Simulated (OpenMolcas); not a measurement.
## Mo3+: effect of the active space

```yaml
Program: OpenMolcas
Method: CASSCF or its RAS form
Basis: ANO-RCC-VQZP
Scalar_Hamiltonian: DKH2, point nucleus
Spin-orbit_coupling: RASSI with atomic mean-field integrals over the reference wave functions, term energies averaged over their components
```

A. 3 electrons in 5 orbitals (4d); 2S+1 = 4 even, 10 roots; 2S+1 = 2 even, 40 roots; cost roughly 12 core-seconds
B. 9 electrons in 8 orbitals (RAS1 4p, at most 2 holes; RAS2 4d); 2S+1 = 4 even, 10 roots; 2S+1 = 2 even, 40 roots; cost about 30 core-seconds
C. 3 electrons in 10 orbitals (4d 5d); 2S+1 = 4 even, 10 roots; 2S+1 = 2 even, 40 roots; cost of the order of 24 core-seconds

Energies in cm⁻¹ above 4d³ ⁴F_3/2, the measured ground level; measured values from Sugar and Musgrove, J. Phys. Chem. Ref. Data 17, 155 (1988).

```
        Level      A      B      C  Measured
   4d³ ⁴F_3/2    0.0    0.0    0.0       0.0
   4d³ ⁴F_5/2    735    781    740       778
   4d³ ⁴F_7/2   1683   1779   1695      1760
   4d³ ⁴F_9/2   2786   2931   2806      2865
   4d³ ⁴P_1/2  13220  12525  13032     10338
   4d³ ⁴P_3/2  13321  12568  13137     10331
   4d³ ²G_7/2  14372  14502  14083     11580
   4d³ ⁴P_5/2  14381  13774  14228     11612
   4d³ ²G_9/2  15091  15334  14812     12311
   4d³ ²P_1/2  18687  17311  18393     14348
   4d³ ²H_9/2  19021  20016  18683     15995
  4d³ ²H_11/2  19418  20503  19096     16357
4d³ ²D_5/2(1)  21206  19757  20810     16809
   4d³ ²F_7/2  31065  30703  30575     24787
   4d³ ²F_5/2  31410  31054  30917     25100
4d³ ²D_5/2(2)  48291  45550  47174     38922
4d³ ²D_3/2(2)  48686  46029  47523
```

Deviations, from unrounded energies. A percentage is the sum of absolute deviations over the sum of measured energies, with the sign that they share, or ± where signs differ.

| Against measurement | Levels | A | B | C |
| --- | --- | --- | --- | --- |
| mean absolute deviation (cm-1) | 15 | 3400 | 3000 | 3100 |
| fine structure of the ground term (%) | 3 | -3.7 | +1.6 | -3.0 |
| other terms of the ground configuration (%) | 12 | +24.5 | +21.6 | +22.3 |

B, C lie about equally close to measurement and A furthest from it. The largest miss of B in the table is 4d³ ²D_5/2(2), by +6600 cm-1. The ranking rests on the paired levels alone, and a cruder setting can come out closer through cancelling errors.

Among A to C the level of the table that moves most is 4d³ ²D_5/2(2), by 2700 cm-1 (lowest in B, highest in A).

Without dynamic correlation excited terms often stand tens of per cent too high (terms of higher spin than the ground term too low), and those without a measured partner can miss by more than the paired ones. Active for correlation alone: 4p; no level in the range computed is led by a configuration that opens it, so any true level of that kind is missing (holds for B). Active for correlation alone: 5d; no level in the range computed is led by a configuration that fills it, so any true level of that kind is missing (holds for C). Measured partners are found by configuration, term and J. A level has none where our copy of the source lacks it or the pairing is in doubt (some pairs that miss far off the trend of their configuration count as doubtful), and it then counts in no deviation. Levels of configurations outside the active space are missing. Levels that lie high or do not pair safely by name in every column are left out.

A number in round brackets counts repeated terms of one configuration in the order of the reference energies.
